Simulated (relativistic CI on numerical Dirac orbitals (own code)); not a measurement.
# Rh⁴⁺: M2,3 absorption edge

Computed with this model: Dirac-Coulomb-Breit CI, separate exchange-only KLI orbitals for each configuration, model QED (radiative potential, 1s self-energy scaled to tabulated hydrogen-like ionisation energies), valence Slater integrals scaled by 0.8, multiplet model of core-to-valence dipole absorption; configurations [Kr] 4d5 → [Ne] 3s2 3p5 3d10 4s2 4p6 4d6; 10 K; Lorentzian 2 eV and Gaussian 0.4 eV FWHM. Energies are those of the free ion, without screening or charge transfer. The branching ratio is the share of the lower-energy edge in the whole absorption, uncertain by about 0.02 where the edges overlap. S is read from ⟨S²⟩ = S(S + 1).

Field parameters in Wybourne normalisation: Td as Oh with Dq negative (B⁴₀ = 21Dq, B⁴₄ = √(5/14) B⁴₀). The field is a parameter set, without covalency.

free ion: ground-state S = 2.49, centroid 510.54 eV, branching ratio 0.769. Peaks (eV, height): 504.5 (100), 530.2 (31).

Td, 10Dq = -7250 cm⁻¹: ground-state S = 2.49, centroid 510.48 eV, branching ratio 0.771. Peaks (eV, height): 504.8 (100), 530.2 (30).

Td, 10Dq = -11350 cm⁻¹: ground-state S = 2.48, centroid 510.39 eV, branching ratio 0.775. Peaks (eV, height): 504.8 (100), 530.5 (29).

Td, 10Dq = -15400 cm⁻¹: ground-state S = 2.47, centroid 510.19 eV, branching ratio 0.782. Peaks (eV, height): 505.0 (100), 530.8 (29).

Td, 10Dq = -19400 cm⁻¹: ground-state S = 2.38, centroid 509.54 eV, branching ratio 0.805. Peaks (eV, height): 503.2 (86), 505.2 (100), 531.0 (29).

The statistical ratio of this edge is 2/3 = 0.667. Values above it arise where the holes sit mainly in the j = l + 1/2 valence subshell or the ground state has high spin; values below it where core-valence Coulomb terms move weight to the upper edge, as in nearly empty shells.

Strongest unbroadened transitions for Td, 10Dq = -7250 cm⁻¹:

```tsv
Energy (eV)	Relative strength
503.71	81.1
503.77	35.3
503.83	80.1
504.08	64.0
504.21	31.7
504.50	41.2
504.70	75.6
504.71	69.2
504.77	88.2
504.86	68.1
504.88	100.0
505.01	82.9
505.08	35.7
505.10	32.2
529.45	55.5
530.26	37.9
530.31	39.5
530.82	32.9
```
